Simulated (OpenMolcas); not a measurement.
An atom or ion with 48 electrons was computed by MS-CASPT2, IPEA 0.25 Eh, imaginary shift 0.1 Eh with spin-orbit coupling (OpenMolcas, ANO-RCC-VQZP, DKH2). The lowest levels that the run gave, each within 12 % of the measured value where one is at hand:

```csv
J,Parity,E (cm-1),g
0,even,0.0,
0,odd,97440,
1,odd,101250,1.486
2,odd,112530,1.501
1,odd,140830,1.015
0,even,225760,
1,even,234860,1.501
2,even,236060,1.198
2,even,250310,1.303
0,even,274050,
```

Q: Which ion is it, and what are the configurations and terms?

A: Xe⁶⁺ (Z = 54, charge +6; active space 2 electrons in 8 orbitals (5s 5p 6s 6p)). J, parity and g give the terms where levels are pure, and mixed ones are named by the computed weights; the size of the splittings, set against known spectra of the 48-electron sequence, gives the charge. In order, with the measured energies in cm-1 (Saloman, J. Phys. Chem. Ref. Data 33, 765 (2004)): 5s2 1S0, 5s 5p 3P* 0 (96141), 5s 5p 3P* 1 (100451), 5s 5p 3P* 2 (113676), 5s 5p 1P* 1 (143259), 5p2 3P0 (223673), 5p2 3P1 (234685), 5p2 1D2 [60 %] (236100), 5p2 3P2 [60 %] (251853), 5p2 1S0 (273208).

CASPT2 breaks the degeneracy within a term, and the mean is taken; among the terms shown or strongly mixed into the levels shown the widest spread is 35 cm-1 (5p2 1D). Over all roots computed the reference weight is 0.89 to 0.95; the roots of lowest weight are the least certain, and an intruder state may touch them. Active for correlation alone: 6p 6s; no level in the range computed is led by a configuration that fills them, so any true level of that kind is missing. The ¹D term of p² mixes with s d, which this space lacks. Measured partners are found by configuration, term and J. A level has none where our copy of the source lacks it or the pairing is in doubt (some pairs that miss far off the trend of their configuration count as doubtful), and it then counts in no deviation. Levels of configurations outside the active space are missing.

A share in square brackets marks a mixed level and gives the weight of the term that names it. * marks odd parity.
